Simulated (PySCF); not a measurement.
CHAlClNO2. Atoms are numbered in the order given.

```xyz
7

Al    -0.4158    -0.5670     0.0000
Cl     1.1816    -1.8973     0.0000
N     -0.1040     1.1687     0.0000
C      0.1794     2.3363     0.0000
O      0.4449     3.4722     0.0000
O     -1.9740    -1.2048     0.0000
H     -2.7967    -0.7142     0.0000
```

The structure is a stationary point at PBE0-D3(BJ)/def2-SVP. The values are those of a single conformer.

Level of theory: PBE/pcSseg-1 (PySCF).

GIAO shieldings, no solvent; atoms alike by connectivity are averaged. δ = σ(ref) − σ: ³⁵Cl against HCl (σ = 936.5 ppm); ¹⁵N against NH3 (σ = 267.0 ppm); ¹³C against TMS (σ = 182.0 ppm); ¹⁷O against H2O (σ = 334.3 ppm); ¹H against TMS (σ = 31.49 ppm), references at their B3LYP-D3(BJ)/def2-TZVP geometries, non-relativistic (without spin–orbit terms, shifts of atoms bonded to Cl or Br come out too high).

Computed chemical shifts:
| nucleus | atoms | count | δ (ppm) |
|---|---|---|---|
| ³⁵Cl | Cl2 | 1 | -48.2 |
| ¹⁵N | N3 | 1 | 51.8 |
| ¹³C | C4 | 1 | 123.3 |
| ¹⁷O | O5 | 1 | 142.5 |
| ¹⁷O | O6 | 1 | 44.7 |
| ¹H | H7 | 1 | 2.39 |
